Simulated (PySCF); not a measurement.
SnH2I2, SMILES [I][SnH2][I]. Heavy atoms are numbered as in [SnH2:1]([I:2])[I:3]. Hydrogens are named by the atom that carries them.

Coordinates come from a PBE0-D3(BJ)/def2-SVP optimisation. The def2 effective core potentials stand for the cores of I, Sn; spin–orbit coupling is left out.

Level of theory: PySCF with ωB97X/def2-TZVPD.

Mulliken values depend strongly on the basis, most of all with diffuse functions as here. ESP charges are fitted to the potential on shells at 1.4 to 2.0 van der Waals radii. Atomic charges (e), one atom of each kind:

| atom | ESP fit | Mulliken |
|---|---|---|
| Sn1 (SnH2) | -0.02 | 0.57 |
| I2 | -0.07 | -0.21 |
| H on Sn1 | 0.08 | -0.07 |
